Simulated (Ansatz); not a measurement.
Frontier orbitals of `[CH3][AlH][S][GeH3]`.

Charge 0, multiplicity 1. Correlated methods include outer-core shells of Ge, which these sets cover unevenly. Scalar relativity is left out up to krypton. The geometry is a stationary point of PBE0-D4/def2-TZVP. It is one conformer, not always the lowest. Basis def2-TZVPP, the Gaussian-basis code of Ansatz.

Orbital energies of one run (eV). Highest occupied ones, from the top: -9.63, -10.14, -10.56, -11.55, -12.26, -12.39, -13.72, -13.77, -13.88, -17.99, -21.85, -22.44, -36.50, -36.50. Empty: 0.57, 1.51, 1.74, 2.63, 2.85, 3.12.

(1) Which functional gave them?
A. ωB97M-V
B. BLYP
C. r2SCAN0
D. HSE06 (plane-wave form)

Answers

(1) A. HOMO energies: ωB97M-V -9.63, HSE06 -7.09, BLYP -6.16, r2SCAN0 -7.68 eV.
